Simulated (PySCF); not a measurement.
Species: (Br2In-mu-OH)2.
Bonds: In1–Br2, In1–Br3, In1–O4, In1–O8, O4–In5, In5–Br6, In5–Br7, In5–O8. Hydrogens: H9 on O4; H10 on O8.

Method: PBE0-D3(BJ)/def2-SVP geometry optimisation, gas phase, def2 core potentials past Kr (PySCF); density fitting, grid level 1; the optimiser is geomeTRIC in internal coordinates, started from a GFN2-xTB structure with every atom displaced at random (about 0.03 Å).

The end geometry, which sets the zero of energy:
```
atom  x, y, z in Å
In1    -0.6606    1.4700    0.3204
Br2    -3.0798    1.7779    0.0136
Br3     0.9501    3.1575    1.0884
O4      0.1166    0.3286   -1.3055
In5     0.7090   -1.4753   -0.3239
Br6     3.1286   -1.7741   -0.0229
Br7    -0.9021   -3.1611   -1.0983
O8     -0.0884   -0.3405    1.2945
H9     -0.4171    0.2436   -2.1057
H10     0.3683   -0.3034    2.1437
```

**Question.** These geometries come from the run, each turned onto the end geometry. Order them by energy, lowest first.
A.
```
atom  x, y, z in Å
In1    -0.5950    1.4684    0.3560
Br2    -3.1125    1.5251    0.1045
Br3     1.0568    3.1316    0.9040
O4      0.2005    0.3380   -1.3653
In5     0.6393   -1.5688   -0.3683
Br6     3.0811   -1.5250   -0.0981
Br7    -1.0887   -3.1423   -0.9373
O8     -0.0589   -0.3260    1.3212
H9     -0.1347    0.4637   -2.2136
H10     0.1367   -0.4416    2.3012
```
B.
```
atom  x, y, z in Å
In1    -0.6213    1.4841    0.3488
Br2    -3.0734    1.5728    0.0691
Br3     0.9859    3.2641    0.9373
O4      0.1726    0.3449   -1.2633
In5     0.6873   -1.5110   -0.3549
Br6     3.1326   -1.6919   -0.1118
Br7    -1.0520   -3.1567   -0.9233
O8     -0.0498   -0.3438    1.2625
H9     -0.1986    0.4386   -2.1516
H10     0.1413   -0.4778    2.1916
```
C.
```
atom  x, y, z in Å
In1    -0.6382    1.4968    0.3256
Br2    -3.0748    1.7540    0.0877
Br3     0.9470    3.2373    1.0125
O4      0.1363    0.3341   -1.2853
In5     0.6990   -1.4874   -0.3287
Br6     3.1322   -1.7760   -0.1094
Br7    -0.8964   -3.2185   -1.0231
O8     -0.0606   -0.3203    1.2709
H9     -0.3076    0.3117   -2.1427
H10     0.1877   -0.4084    2.1969
```
D.
```
atom  x, y, z in Å
In1    -0.6405    1.5055    0.3479
Br2    -3.0842    1.6620    0.0449
Br3     0.8727    3.3290    0.9978
O4      0.1697    0.3550   -1.2614
In5     0.7344   -1.4789   -0.3401
Br6     3.1585   -1.8823   -0.2007
Br7    -0.9719   -3.1569   -0.8840
O8     -0.0462   -0.3327    1.2591
H9     -0.2165    0.3989   -2.1494
H10     0.1487   -0.4763    2.1904
```
E.
```
atom  x, y, z in Å
In1    -0.6310    1.4860    0.3201
Br2    -3.0593    1.7686    0.0583
Br3     0.9631    3.2135    1.0561
O4      0.1360    0.3310   -1.2858
In5     0.6685   -1.4909   -0.3168
Br6     3.1081   -1.7334   -0.1769
Br7    -0.8808   -3.2635   -1.0352
O8     -0.0646   -0.2990    1.2975
H9     -0.2920    0.2809   -2.1402
H10     0.1766   -0.3698    2.2273
```

**Answer.** C (0.005 eV), E (0.018 eV), D (0.032 eV), B (0.057 eV), A (0.391 eV).

In the order of the answer:

```json
{"step": "10", "E above end (eV)": "0.005", "largest force (eV/Å)": "0.10", "rms force component (eV/Å)": "0.037", "rms distance from end (Å)": "0.102", "rms bond change (Å)": "0.005", "bond most changed (Å)": "In5–O8 -0.011"}
{"step": "7", "E above end (eV)": "0.018", "largest force (eV/Å)": "0.42", "rms force component (eV/Å)": "0.139", "rms distance from end (Å)": "0.110", "rms bond change (Å)": "0.009", "bond most changed (Å)": "In1–O8 -0.022"}
{"step": "3", "E above end (eV)": "0.032", "largest force (eV/Å)": "0.30", "rms force component (eV/Å)": "0.098", "rms distance from end (Å)": "0.177", "rms bond change (Å)": "0.007", "bond most changed (Å)": "In5–O8 -0.015"}
{"step": "2", "E above end (eV)": "0.057", "largest force (eV/Å)": "0.29", "rms force component (eV/Å)": "0.096", "rms distance from end (Å)": "0.183", "rms bond change (Å)": "0.008", "bond most changed (Å)": "In1–Br3 +0.013"}
{"step": "0", "E above end (eV)": "0.391", "largest force (eV/Å)": "3.64", "rms force component (eV/Å)": "1.040", "rms distance from end (Å)": "0.228", "rms bond change (Å)": "0.055", "bond most changed (Å)": "In5–O8 +0.079"}
```

What follows is the cost of the whole optimisation. On an Intel Xeon 6975P-C with one thread, no GPU (shared host), this took 13 min of wall time and 2.1 GiB of memory at its peak.
